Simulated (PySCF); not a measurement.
C₄H₇N, SMILES `CC(C#N)C`, neutral singlet in the gas phase. 

Cartesian coordinates (Å):
SMILES: CC(C)C#N
```xyz
12

C      1.2363    -0.5085    -0.2586
C     -0.0614     0.3091    -0.3318
C     -1.2590    -0.4503     0.2570
C      0.1082     1.5978     0.3432
N      0.2442     2.6019     0.8874
H      1.1089    -1.4442    -0.8040
H      1.4832    -0.7437     0.7773
H      2.0727     0.0369    -0.6945
H     -0.2730     0.5344    -1.3815
H     -2.1744     0.1359     0.1830
H     -1.0856    -0.6837     1.3081
H     -1.4001    -1.3857    -0.2856
```
Charge 0, spin multiplicity 1.

All levels are single points at this geometry (B3LYP-D3(BJ)/def2-TZVP); Pople sets use spherical d functions. Orbital energies aren't observables, and empty levels follow the basis.

HF/6-31G* in PySCF gives HOMO (eV) = -12.22.

Estimate the HOMO (eV) from each of these levels: B3LYP-D3(BJ)/def2-TZVP in PySCF; PBE-D3(BJ)/def2-TZVP in PySCF; BP86/6-31G* in PySCF; SVWN5/6-31G* in PySCF; HF/STO-3G in PySCF.


```
level                            HOMO (eV)
-------------------------------  ---------
B3LYP-D3(BJ)/def2-TZVP in PySCF      -9.00
PBE-D3(BJ)/def2-TZVP in PySCF        -7.88
BP86/6-31G* in PySCF                 -7.68
SVWN5/6-31G* in PySCF                -7.71
HF/STO-3G in PySCF                  -10.80
```
